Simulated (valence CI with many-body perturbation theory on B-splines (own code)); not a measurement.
Results of a calculation; reference values are marked as such.
Sensitivity of CI+MBPT for Os⁴⁴⁺

Level of theory: relativistic CI+MBPT: four valence electrons over a frozen Dirac-Fock core [Ar] 3d10, a basis of 6 s, 6 p, 5 d, 3 f, 1 g functions for each j, with the one-electron correlation potential Σ1 (screened to all orders), the two-electron term Σ2, the three-electron term Σ3, Breit, model QED; selected single and double excitations, second order for the rest, scaled by the run's own slope (own B-spline code, finite nucleus).

The last digits are not significant, and no measured levels were compared; by estimate large intervals hold to a few tenths of a per cent, small ones and those within an open d or f shell to about a per cent.

The reference run has the lowest level (4s^2 4p1/2^2) J=0 and an ionisation energy of 2338.07 eV. Its largest variational space holds 10000 state functions.

Levels are named by their leading jj configuration (3d3/2^4 stands for four electrons in 3d with j = 3/2), which in mixed levels can hold well under half, so a name can repeat and another be missing. Letters in brackets count levels of one name in rising energy.

Changed runs:
A. correlating orbitals by l 3 3 3 2 1 → 4 4 0 0 0; core polarisation of operators on → off
B. lowest core n in screening and Σ2 1 → 3
C. scale of Σ1 1 → 0; scale of Σ2 1 → 0; three-electron term on → off; logarithmic knot step 0.27 → 0.2
D. cutoff of virtual states (hartree) 11552 → 128 (bad on purpose)

Excitation energies of the reference run in cm⁻¹, and shifts in cm⁻¹:

```tsv
Level	Reference	A	B	C	D
(4s^2 4p1/2 4p3/2) J=1	856610	-285	-10	-4100	-360
(4s^2 4p1/2 4p3/2) J=2	892716	+195	-2.0	-3535	-344
(4s 4p1/2^2 4p3/2) J=2	1673380	-313	-23	-4083	+373
(4s^2 4p3/2^2) J=2	1776640	+57	-12	-7319	-689
(4s 4p1/2^2 4p3/2) J=1	1796590	+372	+84	+757	+454
(4s^2 4p3/2^2) J=0	1854500	+695	+4.1	-5999	-658
(4s^2 4p1/2 4d3/2) J=2	2148880	+511	+38	-1266	+257
(4s^2 4p1/2 4d3/2) J=1	2302950	+1707	+193	+7475	+376
(4s^2 4p1/2 4d5/2) J=2	2385870	-26	+34	-2985	+65
(4s^2 4p1/2 4d5/2) J=3	2407470	+866	+64	-852	+91
(4s 4p1/2 4p3/2^2) J=2 [a]	2537380	+327	+50	-2617	+79
(4s 4p1/2 4p3/2^2) J=3	2591590	+401	+23	-4748	+62
Ionisation energy (eV)	2338.07	-0.14	+0.022	-1.96	-0.39
```
